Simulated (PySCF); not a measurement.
# Electronic structure of N²⁺ (nitrogen, charge +2) at the UHF level

Configuration: [He] 2s1 2p2, high-spin 4P determinant (an excited configuration). Computed with PySCF 2.14 in dyall-av2z (11s7p2d, 42 functions), with the non-relativistic Hamiltonian (point nucleus).

```json
{"Total energy": "-52.629591 hartree", "One-electron energy": "-65.2896 hartree", "Hartree (Coulomb) energy": "18.6058 hartree", "Exchange energy": "-5.9458 hartree", "Kinetic energy": "52.62557 hartree", "⟨S²⟩": "3.7500", "⟨L²⟩": "2.005", "Sum of ⟨r⟩": "3.856 bohr", "Sum of ⟨r²⟩": "4.800 bohr²", "Traceless quadrupole moment −½Σ⟨3z² − r²⟩ along its main axis": "0.664 e·bohr²", "Density at the nucleus (Gaussians lack the cusp)": "196 bohr⁻³", "Spin density at the nucleus": "6.20 bohr⁻³", "Langevin diamagnetic susceptibility": "-3.80 ×10⁻⁶ cm³/mol"}
```

```csv
shell,electrons,mean orbital energy (eV),"rms radius, mean of both spins (bohr)"
1s α,1,-465.83,0.265
1s β,1,-461.22,0.265
2s α,1,-62.576,1.25
2p α,2,-48.999,1.24
```

Spin-orbit constants ζ (cm⁻¹) from the X2C one-electron operator on these orbitals (non-relativistic here): bare nucleus, nucleus screened by l(l+1)(2l+1)/3 electrons, and screened by the Breit-Pauli mean field of the electrons.

```csv
shell,bare,screened nucleus,mean field
2p,185.5,132.5,112.8
```

To first order the Landé constant is A = 37.60 cm⁻¹, so the lowest level has J = 1/2 and lies 0.0117 eV below the centre of the term. This holds in LS coupling only.
